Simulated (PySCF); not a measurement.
C₃H₆FNSi. Atoms are numbered in the order given.

```xyz
12

N     -2.7402     1.0890    -0.2657
C     -2.1310     0.1095    -0.1591
C     -1.3201    -1.1036    -0.0177
C      0.0537    -0.8421     0.6333
Si     1.1610     0.3772    -0.2865
F      2.6600     0.2193     0.3382
H     -1.1961    -1.5440    -1.0216
H     -1.8993    -1.8338     0.5714
H     -0.0801    -0.4878     1.6690
H      0.6004    -1.7979     0.6986
H      1.2180     0.0192    -1.7304
H      0.7288     1.7836    -0.0985
```

The structure is a stationary point at B3LYP-D3(BJ)/def2-SVP. The structure was generated by enumeration, and PubChem lists no compound with its InChIKey, so it may never have been made. One conformer was computed; it need not be the lowest.

The numbers are results of PBE/def2-TZVP (PySCF), not measurements.

The molecule is in vacuum.

```
Property                                                                                                        Result
---------------------------------------------------------------------------------------------  -----------------------
total energy                                                                                        -561.71283 hartree
highest occupied level                                                                                        -7.82 eV
lowest empty level                                                                                            -1.18 eV
orbital gap                                                                                                    6.64 eV
dipole moment                                                                                                   3.40 D
quadrupole, principal values (traceless, Buckingham form, about the centre of nuclear charge)  -19.03, 7.74, 11.29 D·Å
mean static polarisability                                                                        63.8 bohr³ (9.46 Å³)
polarisability, principal values                                                                54.4, 64.0, 73.0 bohr³
```
